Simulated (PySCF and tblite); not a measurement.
The numbers below are computed, except where a source is named.
Stationary points of C5H7FOSi at GFN2-xTB, in Å:

Structure A

```
 1 F    -0.252    1.517    2.306
 2 C    -0.700    0.801    1.268
 3 C    -1.977    0.539    0.971
 4 C    -2.010   -0.289   -0.269
 5 C    -0.565   -0.449   -0.618
 6 C     0.195    0.192    0.287
 7 O     1.522    0.314    0.369
 8 Si    2.732   -0.249   -0.565
 9 H    -2.849    0.855    1.511
10 H    -2.494   -1.253   -0.095
11 H    -2.567    0.206   -1.067
12 H    -0.213   -0.998   -1.470
13 H     2.703   -1.713   -0.607
14 H     2.604    0.266   -1.930
15 H     3.858    0.299    0.170
```

Structure B

```
 1 F     0.020    0.899    2.354
 2 C    -0.584    0.515    1.223
 3 C    -1.876    0.208    1.068
 4 C    -2.095   -0.176   -0.358
 5 C    -0.738   -0.045   -0.968
 6 C     0.140    0.365   -0.036
 7 O     1.441    0.647   -0.164
 8 Si    2.776   -0.259   -0.370
 9 H    -2.645    0.226    1.815
10 H    -2.480   -1.195   -0.443
11 H    -2.821    0.480   -0.842
12 H    -0.526   -0.252   -1.999
13 H     2.974   -1.146    0.777
14 H     2.658   -1.076   -1.580
15 H     3.756    0.808   -0.476
```

Structure C

```
 1 F     0.625    0.378    1.919
 2 C    -0.298    0.199    0.961
 3 C    -1.626    0.252    1.101
 4 C    -2.241   -0.010   -0.234
 5 C    -1.062   -0.215   -1.128
 6 C     0.075   -0.091   -0.418
 7 O     1.325   -0.206   -0.867
 8 Si    2.780   -0.081   -0.130
 9 H    -2.182    0.446    1.997
10 H    -2.889   -0.890   -0.210
11 H    -2.857    0.829   -0.562
12 H    -1.141   -0.428   -2.176
13 H     2.919   -1.093    0.915
14 H     3.607   -0.337   -1.300
15 H     2.962    1.256    0.431
```

The path came from a restrained scan, a climbing-image band and a saddle search at GFN2-xTB; energies are PBE0/pcSseg-1 + D3(BJ)//GFN2-xTB, thermal terms GFN2-xTB.

**Question.** Which structure is a saddle point, and along which motion?

**Answer.** B: one imaginary mode (45i cm⁻¹ at GFN2-xTB, mostly on Si8, O7, F1), along the rotation about the C6–O7 bond (torsion C2–C6–O7–Si8 from 0° to 180°, rising).

**Question.** Give their symmetry and energies above the lowest.

**Answer.** A Cs, 0.0 kcal/mol; B C1, 1.6 kcal/mol; C Cs, 0.1 kcal/mol.

The barrier is low, and the GFN2-xTB saddle may lie off the DFT one, so take it as rough.
